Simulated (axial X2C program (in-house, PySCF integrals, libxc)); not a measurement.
## SnTa: properties at the nuclei

Calculated with an axial X2C code built on PySCF integrals: two-component X2C with atomic mean-field Coulomb and Gaunt terms, Gaussian nuclei, basis Ta dyall-cv3z, Sn dyall-cv3z with contracted cores.

R = 2.623 Å (near the PBE0 minimum at charge 0 of the determinant lowest at the starting distance; the state shown can have its own minimum elsewhere).

Input and command:
```json
{"zs": [73, 50], "q": 0, "bas": ["dyall-cv3z", "dyall-cv3z"], "r0": 2.86, "levels": ["PBE0", "HF", "TPSSh", "BHandHLYP", "r2SCAN"], "nst": 2}
```
```bash
python soeom.py task.json out
```

Keys: zs atomic numbers; q charge; bas basis sets; r0 starting distance in Å; levels methods; nst determinants followed.

Determinant lowest in the PBE0 search, Ω = 1/2 (⟨Sz⟩ = 1.47, ⟨Lz⟩ = -0.97 at PBE0), spin on the atoms Ta 1.57, Sn -0.10:

```csv
level,Eeff magnitude (GV/cm),Ws magnitude Ta (kHz),A∥/gI Ta (MHz),qzz Ta (a.u.),A∥/gI Sn (MHz),qzz Sn (a.u.),μ (D)
PBE0,9.57,11.6,1220,-2.60,1410,-3.21,-2.44
HF,91.7,188,718,-2.48,1300,-2.11,-1.01
TPSSh,12.3,17.2,1590,-2.78,1210,-3.15,-2.47
BHandHLYP,3.1,14.2,0.768,-2.28,1550,-3.03,-2.36
r2SCAN,7.85,9.77,2540,-2.85,1320,-3.07,-2.34
```

Determinant 0.10 eV from it at PBE0 and this distance, Ω = 5/2 (⟨Sz⟩ = 2.47, ⟨Lz⟩ = 0.03 at PBE0), spin on the atoms Ta 1.87, Sn 0.60:

```json
{"level": "PBE0", "Eeff magnitude (GV/cm)": "7.35", "Ws magnitude Ta (kHz)": "1.58", "A∥/gI Ta (MHz)": "533", "qzz Ta (a.u.)": "2.34", "A∥/gI Sn (MHz)": "-213", "qzz Sn (a.u.)": "-5.23", "μ (D)": "-1.97"}
{"level": "HF", "Eeff magnitude (GV/cm)": "71.9", "Ws magnitude Ta (kHz)": "27.1", "A∥/gI Ta (MHz)": "10.5", "qzz Ta (a.u.)": "0.87", "A∥/gI Sn (MHz)": "-322", "qzz Sn (a.u.)": "-2.17", "μ (D)": "-0.22"}
{"level": "TPSSh", "Eeff magnitude (GV/cm)": "8.77", "Ws magnitude Ta (kHz)": "2.14", "A∥/gI Ta (MHz)": "571", "qzz Ta (a.u.)": "2.23", "A∥/gI Sn (MHz)": "-196", "qzz Sn (a.u.)": "-5.27", "μ (D)": "-1.86"}
{"level": "BHandHLYP", "Eeff magnitude (GV/cm)": "1.35", "Ws magnitude Ta (kHz)": "1.44", "A∥/gI Ta (MHz)": "256", "qzz Ta (a.u.)": "2.55", "A∥/gI Sn (MHz)": "-215", "qzz Sn (a.u.)": "-4.02", "μ (D)": "-2.29"}
{"level": "r2SCAN", "Eeff magnitude (GV/cm)": "4.82", "Ws magnitude Ta (kHz)": "0.637", "A∥/gI Ta (MHz)": "874", "qzz Ta (a.u.)": "2.19", "A∥/gI Sn (MHz)": "-240", "qzz Sn (a.u.)": "-5.25", "μ (D)": "-1.91"}
```

Eeff is the effective electric field on the electron electric dipole moment in this Ω state and Ws the scalar–pseudoscalar constant of the nucleus named (defined with the proton number Z and per Ω); A∥ (defined per Ω) follows by multiplying with gI = μI/(I μN); qzz is the electric field gradient, eQq0 = 234.96 MHz × Q/barn × qzz; μ is positive if the Sn end (last atom) is positive. The operators were transformed with the bare-nucleus X2C matrices; with these basis sets, hyperfine constants and field gradients can be off by tens of per cent, and where levels differ in sign neither size nor sign is settled.

**Question.** With Q(181Ta) = 3.17 barn, gI(119Sn) = -2.0946 (g factors from the IAEA table of nuclear moments by Stone; Q from Pyykkö, Mol. Phys. 2018), turn the PBE0 values of the first state into constants in MHz.

**Answer.** eQq0(181Ta) = 234.96 × (3.17) × (-2.60) = -1940 MHz; A∥(119Sn) = 1410 × -2.0946 = -2950 MHz.

Each state is one determinant with collinear spin, which with several unpaired electrons need not be a pure state. Unrestricted Hartree–Fock can overshoot spin polarisation at the nuclei. In the state Ω = 1/2 the sign of Eeff differs between levels (HF, BHandHLYP against PBE0). In the state Ω = 5/2 the sign of Eeff differs between levels (HF, BHandHLYP against PBE0). With several open shells hyperfine constants can be off by a factor of several. Where Eeff spreads by more than a factor of two the levels disagree and none is to be relied on. At HF, r2SCAN a later determinant lies lower. States lie within half an eV, so the first need not be the ground state. The sign of Ws at Ta differs between levels in the first state. The sign of Ws at Ta differs between levels in the second state. Where a field gradient or hyperfine factor spreads by more than a factor of two over the levels, a constant derived from it is not to be relied on. PBE0 term energies can be off by some tenths of an eV.
